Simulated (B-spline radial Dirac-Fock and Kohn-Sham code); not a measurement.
## Two-hole binding energies of Cr³⁺

System: Cr³⁺ in the configuration 1s2 2s2 2p6 3s2 3p6 3d3.

Input file task.json (cfg lists n, l and occupation; rrms is the nuclear radius in fm):

```json
{"items": [{
  "Z": 24,
  "q": 3,
  "cfg": [[1, 0, 2], [2, 0, 2], [2, 1, 6], [3, 0, 2], [3, 1, 6], [3, 2, 3]],
  "A": 52,
  "rrms": 3.6452,
  "do": ["binding", "quiet", "double"]
}]}
```

Command: `python xray_run.py task.json out`

Level of theory: Dirac-Fock (average of configuration) total-energy differences with a finite nucleus, the Breit interaction including its frequency dependence, and self-energy and vacuum-polarisation corrections; a radial B-spline solver. U is the two-hole binding energy less the two single-hole energies, the effective repulsion of the holes after relaxation. Each two-hole energy is an average over J within one jj subconfiguration.

```
          holes  E(a) (eV)  E(b) (eV)  E(ab) (eV)  U (eV)
           1s⁻²     6041.5     6041.5     12423.5   340.6
   1s⁻¹ 2p1/2⁻¹     6041.5      637.3      6769.7    90.9
   1s⁻¹ 3p1/2⁻¹     6041.5      94.67      6164.4    28.3
   1s⁻¹ 3p3/2⁻¹     6041.5      93.61      6163.1    28.0
           2s⁻²      751.8      751.8      1562.6    59.1
   2s⁻¹ 2p1/2⁻¹      751.8      637.3      1442.9    53.9
   2s⁻¹ 2p3/2⁻¹      751.8      628.9      1434.2    53.6
        2p1/2⁻²      637.3      637.3      1343.3    68.8
        2p3/2⁻²      628.9      628.9      1322.6    64.9
   2s⁻¹ 3p1/2⁻¹      751.8      94.67       872.3    25.9
   2s⁻¹ 3p3/2⁻¹      751.8      93.61       871.1    25.7
   2p3/2⁻¹ 3s⁻¹      628.9      129.3           ?       ?
2p1/2⁻¹ 3p3/2⁻¹      637.3      93.61       757.1    26.2
3p1/2⁻¹ 3p3/2⁻¹      94.67      93.61       209.3    21.1
```

Q: Give the missing two-hole energy and U.

A: E(ab) = 784.9 eV and U = 26.7 eV.

Values without a named source are computed, but for edge energies of neutral atoms, which are taken from tables.
